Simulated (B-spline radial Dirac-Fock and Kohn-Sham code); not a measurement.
## Electron momentum distribution of Re⁶⁴⁺: Compton profiles

System: the Re⁶⁴⁺ ion, configuration [Ne] 3s1.

The computed values come from an atomic code on a B-spline grid: the impulse approximation on configuration-average Dirac-Fock orbitals. pz is in atomic units of momentum; subshell profiles are per electron, for a selection of subshells; open shells are spread over both j values by their weights.

```
  pz   J total   J 1s1/2   J 2p1/2   J 3s1/2
   0    0.2656   0.00996    0.0170    0.0674
0.65    0.2648   0.00996    0.0170    0.0668
0.95    0.2639   0.00995    0.0170    0.0660
 1.4    0.2619   0.00995    0.0170    0.0645
   2    0.2583   0.00994    0.0170    0.0615
 2.9    0.2508   0.00992    0.0170    0.0555
 4.2    0.2371   0.00988    0.0170    0.0450
 6.2    0.2135   0.00978    0.0169    0.0284
   9    0.1844   0.00960    0.0166    0.0126
  13    0.1541   0.00923    0.0156   0.00660
  19    0.1138   0.00848    0.0127   0.00574
  28   0.06284   0.00712   0.00770   0.00162
  40   0.02902   0.00526   0.00320  0.000256
  58   0.01143   0.00305  0.000811  0.000210
  85  0.003794   0.00128  0.000136  9.33e-05
 120  0.001195  0.000448  2.34e-05  2.84e-05
```

J(0) = 0.2656. The 2p3/2 subshell gives the largest part, 28 %.

Mean momentum ⟨p⟩ by subshell (a.u.): 1s1/2 78.7, 2s1/2 28.7, 2p1/2 37.6, 2p3/2 33.2, 3s1/2 16.3.
